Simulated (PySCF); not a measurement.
ClH2NS2W, SMILES [NH2][W](=[S])(=[S])[Cl], multiplicity 1.

Geometry: PBE-D3(BJ)/def2-SVP. The multiplicity is an assumed one; no other spin state was optimised. The structure was generated by enumeration; whether it is a known compound was not checked. The def2 effective core potentials stand for the cores of W; spin–orbit coupling is left out. Other conformers were not sampled.

Two levels are set side by side: TDA-PBE/def2-SVPD (PySCF) and TDA-LC-ωPBE/def2-SVPD (PySCF). Vertical, same geometry. The lowest singlet is HOMO→LUMO 99 % with PBE and HOMO→LUMO 96 % with the other functional; states are paired by order. Differences are taken from unrounded values.

| quantity | TDA-LC-ωPBE |
|---|---|
| lowest singlet excitation (eV) | 2.82 |
| lowest triplet excitation (TDA) (eV) | 2.49 |

What does TDA-PBE give, and how far is it from TDA-LC-ωPBE? (The exact figures need the calculation; the answer reports its results.)


```
quantity                              TDA-PBE  TDA-PBE minus TDA-LC-ωPBE
------------------------------------  -------  -------------------------
lowest singlet excitation (eV)           2.67                      -0.16
lowest triplet excitation (TDA) (eV)     2.39                      -0.10
```

A lower first singlet is the usual sign of a functional without exact exchange. Differences between two approximate levels are no errors against the true value.

Rough cost on one machine, each run with all the roots and properties that it gave: TDA-LC-ωPBE against TDA-PBE about 3 times.
